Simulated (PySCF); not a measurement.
## Gas-phase XPS of `[NH2][GeH2][CH2][SiH3]`, computed

Species: CH9GeNSi.
Atom-mapped SMILES: `[NH2:1][GeH2:2][CH2:3][SiH3:4]`

Computed, not measured: delta-SCF UKS SCAN, pcX-2 on the ionised atom, pcseg-1 elsewhere, spin-free X2C (PySCF). Vertical ΔSCF values, vacuum level as zero.

Problem. Give the core binding energies atom by atom.

Solution. 
| atom(s) | bonded to | level | binding energy (eV) | 2p1/2 (eV) | count |
| --- | --- | --- | --- | --- | --- |
| N1 | 2 H and Ge | N 1s | 404.37 | – | 1 |
| C3 | 2 H, Ge and Si | C 1s | 289.84 | – | 1 |
| Si4 | C and 3 H | Si 2p3/2 | 106.39 | 107.01 | 1 |
| Si4 | C and 3 H | Si 1s | 1846.16 | – | 1 |

Problem. What is the longest wavelength that can ionise Si 2p3/2 of Si4 vertically?

Solution. λ = hc/E = 12398.42 eV Å / 106.39 eV = 116.537 Å.

Problem. Give the binding energy of Si 2p3/2 of Si4 in hartree and in kJ/mol.

Solution. 106.39 eV = 3.9098 Eh = 10265 kJ/mol.

Spin–orbit coupling isn't in the SCF: each 2p doublet comes from a relaxed spin-free hole plus a matrix of the shell (mean-field spin–orbit coupling and the ground-state 2p splitting), with 2p3/2 averaged over its two sublevels. 2p1/2 minus 2p3/2 (ligand field included): Si 0.62 eV. No level of germanium is listed. Isolated species at its PBE0-D3(BJ)/def2-SVP geometry (one conformer only).

Shape of the structure used: `[NH2:1][GeH2:2][CH2:3][SiH3:4]`: N1–Ge2–C3–Si4 37°, H–N1–Ge2–C3 71°, H–N1–Ge2–C3 -161°.
